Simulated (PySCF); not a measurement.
Problem. Write Cartesian coordinates for `C[NH+]([TlH3-])C` as optimised with PBE0-D3(BJ)/def2-SVP.

Solution. 
```xyz
14
C2H10NTl angstrom
C     -1.154   -0.982   -0.274
N     -0.246    0.142   -0.436
C     -0.697    1.351    0.235
Tl     2.099   -0.476    0.290
H     -0.776   -1.850   -0.832
H     -2.181   -0.754   -0.617
H     -1.203   -1.261    0.789
H     -0.119    0.334   -1.429
H     -0.741    1.170    1.319
H      0.019    2.165    0.058
H     -1.700    1.676   -0.102
H      1.685   -0.566    1.991
H      2.152   -1.943   -0.667
H      2.823    0.993   -0.336
```

Orientation and origin are arbitrary. Atoms count from 1 in this order. N2 (nitrogen bonded to 2 C, Tl and H) is distorted tetrahedral (angles from 102.1° to 113.4°). Tl4 (thallium bonded to N and 3 H) has angles from 94.2° to 119.6°.

Bonds between heavy atoms (Å): C1–N2 1.454, N2–C3 1.454, N2–Tl4 2.531.

Level of theory: PBE0-D3(BJ)/def2-SVP geometry optimisation, gas phase, def2 core potentials past Kr in PySCF.

Point group: near Cs, missed by 0.28 Å at most; the miss may be what the optimiser left on a soft mode. PBE0-D3(BJ)/def2-SVP frequencies: not computed here.
